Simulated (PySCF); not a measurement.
Does the answer move with the share of exact exchange?

Compound: C3H7FOSi.
InChI=1S/C3H7FOSi/c1-6-3(4)2-5-6/h3,6H,2H2,1H3/t3-,6-/m0/s1

PySCF, pcSseg-1 basis, density fitting, gas phase, PBE0-D3(BJ)/def2-SVP geometry. One functional is left out:

```json
{"functional": "B97-D", "exact exchange (%)": "0", "HOMO energy (eV)": "-6.35", "LUMO energy (eV)": "-0.52", "dipole moment (D)": "1.971"}
{"functional": "BLYP", "exact exchange (%)": "0", "HOMO energy (eV)": "-6.20", "LUMO energy (eV)": "-0.54", "dipole moment (D)": "1.949"}
{"functional": "BP86", "exact exchange (%)": "0", "HOMO energy (eV)": "-6.42", "LUMO energy (eV)": "-0.73", "dipole moment (D)": "1.960"}
{"functional": "LDA", "exact exchange (%)": "0", "HOMO energy (eV)": "-6.40", "LUMO energy (eV)": "-0.94", "dipole moment (D)": "2.013"}
{"functional": "OPBE", "exact exchange (%)": "0", "HOMO energy (eV)": "-6.28", "LUMO energy (eV)": "-0.49", "dipole moment (D)": "1.937"}
{"functional": "PBE", "exact exchange (%)": "0", "HOMO energy (eV)": "-6.29", "LUMO energy (eV)": "-0.69", "dipole moment (D)": "1.950"}
{"functional": "B3LYP", "exact exchange (%)": "20", "HOMO energy (eV)": "-7.59", "LUMO energy (eV)": "0.01", "dipole moment (D)": "2.030"}
{"functional": "PBE0", "exact exchange (%)": "25", "HOMO energy (eV)": "-7.81", "LUMO energy (eV)": "0.22", "dipole moment (D)": "2.043"}
{"functional": "mPW1PW91", "exact exchange (%)": "25", "HOMO energy (eV)": "-7.86", "LUMO energy (eV)": "0.23", "dipole moment (D)": "2.048"}
{"functional": "BHandHLYP", "exact exchange (%)": "50", "HOMO energy (eV)": "-9.23", "LUMO energy (eV)": "1.18", "dipole moment (D)": "2.121"}
```

**Question.** Predict the row of B97-2 (21 % exact exchange) by straight lines through the other rows, and check it.

**Answer.** 
| property | line | computed | computed − line | B3LYP (20 %), for comparison |
| --- | --- | --- | --- | --- |
| HOMO energy (eV) | -7.57 | -7.56 | +0.01 | -7.59 |
| LUMO energy (eV) | 0.10 | 0.23 | +0.13 | 0.01 |
| dipole moment (D) | 2.031 | 2.040 | +0.009 | 2.030 |

**Question.** Which of these properties follows the share of exact exchange most closely, and which least?

**Answer.** Most closely the HOMO energy, least the dipole moment; the correlations over the tabulated rows are HOMO energy -0.998, LUMO energy 0.979, dipole moment 0.940. The HOMO energy moves by -0.590 eV for every 10 %. Functionals with the same share still differ in their other parts: at 0 % BLYP and BP86 differ by 0.22 eV in it.
